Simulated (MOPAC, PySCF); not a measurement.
C$_{5}$H$_{8}$, SMILES `CCC1C=C1` (C–C–C–C torsion 147°), neutral singlet in the gas phase. 

Cartesian coordinates (Å):
```xyz
13

C     -1.7113    -0.1285    -0.5294
C     -0.4685    -0.6866     0.1629
C      0.5625     0.3861     0.4559
C      2.0394     0.1100     0.4377
C      1.5944     0.7941    -0.5607
H     -2.1820     0.6480     0.0785
H     -1.4527     0.3181    -1.4923
H     -2.4553    -0.9071    -0.7086
H     -0.7605    -1.1724     1.1005
H     -0.0095    -1.4595    -0.4604
H      0.1947     1.1541     1.1409
H      2.8654    -0.3606     0.9411
H      1.7833     1.3045    -1.4884
```
Charge 0, spin multiplicity 1.

All levels are single points at this geometry (B3LYP-D3(BJ)/def2-TZVP); Pople sets use spherical d functions. Orbital energies aren't observables, and empty levels follow the basis.

PBE/6-31G* in PySCF gives gap (eV) = 5.30.

**Question.** Estimate the gap (eV) from each of these levels: B3LYP-D3(BJ)/def2-TZVP in PySCF; B3LYP/3-21G in PySCF; BP86/6-31G* in PySCF; M06-2X/6-31G* in PySCF; SVWN5/6-31G* in PySCF; HF/3-21G in PySCF; AM1 in MOPAC; PM6 in MOPAC.

**Answer.** 
| level | gap (eV) |
|---|---|
| B3LYP-D3(BJ)/def2-TZVP in PySCF | 6.81 |
| B3LYP/3-21G in PySCF | 7.28 |
| BP86/6-31G* in PySCF | 5.30 |
| M06-2X/6-31G* in PySCF | 9.83 |
| SVWN5/6-31G* in PySCF | 5.19 |
| HF/3-21G in PySCF | 14.46 |
| AM1 in MOPAC | 11.23 |
| PM6 in MOPAC | 11.13 |
